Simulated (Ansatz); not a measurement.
Ge₂Se₂F₄⁺, that is cyclo-(F2GeSe)2 with one electron fewer. Charge 1, multiplicity 2. Geometry r2SCAN-D4/def2-SVP; atoms count from 1.

| atom | x (Å) | y (Å) | z (Å) |
| --- | --- | --- | --- |
| Ge1 | 1.3410 | -0.4082 | 0.5803 |
| F2 | 2.8260 | 0.0097 | 1.2928 |
| F3 | 1.2461 | -2.0985 | 0.4013 |
| Se4 | -0.5447 | 0.5582 | 1.6847 |
| Ge5 | -1.3284 | 0.4600 | -0.5704 |
| F6 | -2.0082 | -1.0402 | -1.0015 |
| F7 | -2.4081 | 1.7119 | -0.9635 |
| Se8 | 0.8762 | 0.8071 | -1.4238 |

Estimate the Mulliken populations from the PBE0/def2-SVP orbitals of Ansatz.


| atom | charge (e) | spin (α − β) |
| --- | --- | --- |
| Ge1 | 1.02 | -0.05 |
| F2 | -0.29 | 0.00 |
| F3 | -0.29 | 0.00 |
| Se4 | 0.06 | 0.55 |
| Ge5 | 1.02 | -0.05 |
| F6 | -0.29 | 0.00 |
| F7 | -0.29 | 0.00 |
| Se8 | 0.06 | 0.55 |
Mulliken values and Mayer orders depend strongly on the basis.

Where does the spin sit?

Summed by element: Ge -0.10, F -0.01, Se 1.11, of 1 unpaired in all. Largest on single atoms: Se8 0.55, Se4 0.55, Ge1 -0.05.

And the Mayer bond orders between bonded heavy atoms (over 0.3)?

Ge1–F2 1.07 (1.70 Å); Ge1–F3 1.06 (1.70 Å); Ge1–Se4 0.89 (2.39 Å); Ge1–Se8 0.89 (2.39 Å); Se4–Ge5 0.89 (2.39 Å); Ge5–F6 1.06 (1.70 Å); Ge5–F7 1.07 (1.70 Å); Ge5–Se8 0.89 (2.39 Å). Values over 0.3 also appear between atoms too far apart for a bond (Se4–Se8 0.48 at 3.43 Å); they arise where an orbital or an unpaired electron spreads over both atoms.
